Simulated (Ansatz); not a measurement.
C$_{2}$H$_{6}$GaN, SMILES `C=C[NH][GaH2]` at its PBE0-D4/def2-TZVP geometry, where that method's forces vanish. Charge 0, multiplicity 1.

```tsv
atom	x (Å)	y (Å)	z (Å)
C1	1.8508	-0.1297	0.7414
C2	0.6243	-0.4097	0.2968
N3	-0.3035	0.4910	-0.1822
Ga4	-1.9911	0.1179	-0.7946
H5	2.2357	0.8845	0.7620
H6	2.4966	-0.9204	1.0960
H7	0.2786	-1.4412	0.2937
H8	0.0265	1.4460	-0.1756
H9	-2.8183	1.3465	-1.2760
H10	-2.3996	-1.3851	-0.7616
```

For each bond, give half the difference of the two atoms' forces along it (eV/Å; positive pushes the atoms apart) under PBE-D4, r2SCAN-D4, B3LYP-D4, ωB97M-V in def2-TZVPP. (Estimate.)

Computed: 
| bond | length (Å) | PBE-D4 | r2SCAN-D4 | B3LYP-D4 | ωB97M-V |
| --- | --- | --- | --- | --- | --- |
| C1–C2 | 1.334 | 0.35 | 0.18 | 0.07 | -0.16 |
| C1–H5 | 1.085 | 0.00 | -0.08 | -0.07 | -0.02 |
| C1–H6 | 1.081 | 0.01 | -0.07 | -0.08 | -0.04 |
| C2–N3 | 1.379 | -0.04 | 0.10 | 0.15 | 0.43 |
| C2–H7 | 1.088 | 0.00 | -0.10 | -0.15 | -0.13 |
| N3–Ga4 | 1.834 | 0.13 | 0.02 | 0.16 | -0.04 |
| N3–H8 | 1.010 | 0.23 | 0.03 | -0.08 | -0.14 |
| Ga4–H9 | 1.557 | -0.04 | -0.10 | -0.08 | -0.09 |
| Ga4–H10 | 1.558 | -0.03 | -0.10 | -0.06 | -0.09 |

B3LYP here is the variant with VWN-RPA as its local correlation; programs differ in this.
